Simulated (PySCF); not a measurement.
C₅H₁₁BO₃.
Cartesian coordinates in Å at the PBE0-D3(BJ)/def2-SVP level; atoms count from 1:
```xyz
20
C5H11BO3 angstrom
C     -3.1422   -0.1961   -0.2889
O     -1.9446   -0.4371   -0.9606
C     -0.8938    0.3555   -0.5138
C     -0.2575    0.0690    0.8612
C      1.1239    0.3038    0.2043
B      2.3554   -0.5792    0.6330
O      2.4870   -0.9601    1.9306
O      3.3094   -0.9936   -0.2555
C      0.4526    0.0716   -1.1756
H     -3.0605   -0.3951    0.7974
H     -3.9067   -0.8657   -0.7071
H     -3.4846    0.8507   -0.4162
H     -1.1558    1.4317   -0.5974
H     -0.3990   -0.9898    1.1298
H     -0.5378    0.6964    1.7197
H      1.4016    1.3692    0.3035
H      3.2793   -1.4939    2.0599
H      3.1295   -0.7007   -1.1534
H      0.4863   -0.9890   -1.4741
H      0.7488    0.6959   -2.0326
```

Method used: delta-SCF UKS SCAN, pcX-2 on the ionised atom, pcseg-1 elsewhere, spin-free X2C (PySCF). Each binding energy is the total energy of the core-ionised species, with the hole localised on one atom, minus that of the ground state; both are solved self-consistently, so orbital relaxation is included.

Some binding energies are withheld.

```json
{"atom(s)": "B6", "bonded to": "2 O and C", "level": "B 1s", "binding energy (eV)": "?"}
{"atom(s)": "C1", "bonded to": "O and 3 H", "level": "C 1s", "binding energy (eV)": "292.05"}
{"atom(s)": "C3", "bonded to": "O, 2 C and H", "level": "C 1s", "binding energy (eV)": "291.74"}
{"atom(s)": "C4/C9", "bonded to": "2 C and 2 H", "level": "C 1s", "binding energy (eV)": "290.19"}
{"atom(s)": "C5", "bonded to": "2 C, H and B", "level": "C 1s", "binding energy (eV)": "?"}
{"atom(s)": "O2", "bonded to": "2 C", "level": "O 1s", "binding energy (eV)": "?"}
{"atom(s)": "O7/O8", "bonded to": "H and B", "level": "O 1s", "binding energy (eV)": "538.89"}
```

Question: Fill in C 1s for C5.

Answer: 290.03 eV (sp3 carbon bound to boron). The nearest listed C 1s value is that of C4/C9; the shift against it is -0.16 eV.

Question: Fill in B 1s for B6.

Answer: 196.97 eV (three-coordinate boron).

Question: What is the O 1s binding energy of O2 (atom 2)?

Answer: 538.17 eV (ether oxygen). The other listed O 1s value is that of O7/O8; the shift against it is -0.72 eV.

The listed C 1s values span 2.02 eV, from C5 (bonded to 2 C, H and B) to C1 (bonded to O and 3 H).

Question: Which effective nuclear charge Zeff reproduces each element's mean 1s value in the hydrogen-like formula E = 13.606 eV × Zeff²?

Answer: B (Z = 5): mean 197.0 eV, Zeff = 3.80, Z − Zeff = 1.20; C (Z = 6): mean 290.8 eV, Zeff = 4.62, Z − Zeff = 1.38; O (Z = 8): mean 538.7 eV, Zeff = 6.29, Z − Zeff = 1.71. Means run over the listed sites, weighted by atom count.

One atom of each set of topologically equivalent atoms was ionised and stands for the set; in this conformer not all members are related by symmetry, and their own values weren't computed. The structure is a single PBE0-D3(BJ)/def2-SVP conformer in the gas phase; no vibrational or solvent corrections.
